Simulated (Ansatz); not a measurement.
`C[SiH2]N[SiH2]Cl` → `C[SiH2]N` + `[SiH]Cl` at 700 K and 1 bar (silylene formation by 1,1-elimination).

Program: Ansatz. Geometries: PBE0-D4/def2-TZVP. ΔE: electronic, gas phase. CCSD(T)/CBS is the MP2 limit (def2-TZVPP, def2-QZVPP) plus CCSD(T) − MP2 in def2-TZVPP, frozen cores. This one scheme is used for every species. Each species was taken in one conformer, which may not be the lowest.

```json
{"species": "`C[SiH2]N[SiH2]Cl`", "CCSD(T)/CBS energy (Eh)": "-1135.62590", "H − E (kJ/mol)": "331.9", "S (J/(mol·K))": "538.6"}
{"species": "`C[SiH2]N`", "CCSD(T)/CBS energy (Eh)": "-386.08232", "H − E (kJ/mol)": "275.5", "S (J/(mol·K))": "406.6"}
{"species": "`[SiH]Cl`", "CCSD(T)/CBS energy (Eh)": "-749.43948", "H − E (kJ/mol)": "49.2", "S (J/(mol·K))": "290.2"}
```

H − E and S are ideal-gas, rigid-rotor, harmonic terms from PBE0-D4/def2-TZVP, for one conformer and one mirror image of each species. 1 Eh = 2625.50 kJ/mol, R = 8.31446 J/(mol·K).

Problem. By hand: ΔE, ΔH, ΔS and ΔG.

Solution. ΔE = (-386.08232) + (-749.43948) − (-1135.62590) = 0.10410 Eh = 273.3 kJ/mol. Δ(H − E) = 275.5 + 49.2 − 331.9 = -7.2, so ΔH = 266.1 kJ/mol. ΔS = 406.6 + 290.2 − 538.6 = 158.2 J/(mol·K). ΔG = 266.1 − 700 × (158.2)/1000 = 155.4 kJ/mol.

Problem. By hand: the equilibrium constant, and the temperature at which ΔG would vanish if ΔH and ΔS stayed fixed.

Solution. log₁₀ K = −ΔG/(RT ln 10) = -11.6. ΔG = 0 at ΔH/ΔS = 1682 K.

The number of gas molecules changes by +1, which sets the sign of ΔS. A doubt of 5 kJ/mol in ΔE shifts log₁₀ K by 0.4 here. Other conformers and mirror images would add mixing entropy, several J/(mol·K) or more a flexible species. Modes under 60 cm⁻¹, often nearly free rotors, make the harmonic entropy too high. These are equilibria of isolated gas molecules and say nothing of rates. Largest T1 diagnostic: 0.013 (customary marks: 0.02 for closed shells, 0.045 for open ones).
